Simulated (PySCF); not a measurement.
Dipole polarisabilities along group 13

Calculated with PySCF 2.14 for the ground configurations, without spin-orbit coupling: coupled response for Hartree-Fock and DFT. Mean α in bohr³, C₆ of like pairs in atomic units.

| species | α UHF | α PBE | α PBE0 | α recommended (Schwerdtfeger and Nagle) | C₆ UHF | C₆ PBE | C₆ PBE0 |
| --- | --- | --- | --- | --- | --- | --- | --- |
| B [He] 2s2 2p1 (aug-cc-pVQZ with one added diffuse shell each of s, p, d, f, g type, non-relativistic) | 22.21 | 23.88 | 22.64 | 20.5 ± 0.1 | 106.1 | 116.9 | 110.1 |
| Al [Ne] 3s2 3p1 (aug-cc-pV(Q+d)Z with one added diffuse shell each of s, p, d, f, g type, non-relativistic) | 61.28 | 65.83 | 62.46 | 57.8 ± 1 | 554.6 | 583.5 | 554.2 |
| Ga [Ar] 3d10 4s2 4p1 (aug-cc-pVQZ-PP with one added diffuse shell each of s, p, d, f, g type with ECP10MDF, ECP) | 57.43 | 64.97 | 59.93 | 50 ± 3 | 501.8 | 545.5 | 506.3 |
| In [Kr] 4d10 5s2 5p1 (aug-cc-pVQZ-PP with one added diffuse shell each of s, p, d, f, g type with ECP28MDF, ECP) | 74.51 | 80.65 | 75.17 | 65 ± 4 | 800.2 | 820.6 | 772.8 |
| Tl [Xe] 4f14 5d10 6s2 6p1 (aug-cc-pVQZ-PP with one added diffuse shell each of s, p, d, f, g type with ECP60MDF, ECP) | 76.81 | 86.27 | 78.97 | 50 ± 2 | 833.8 | 891.5 | 823.3 |

Hartree-Fock lacks correlation. PBE lies above the recommended values here, as self-interaction makes its density too diffuse. All values carry a basis error, and heavy open shells lack spin-orbit coupling.
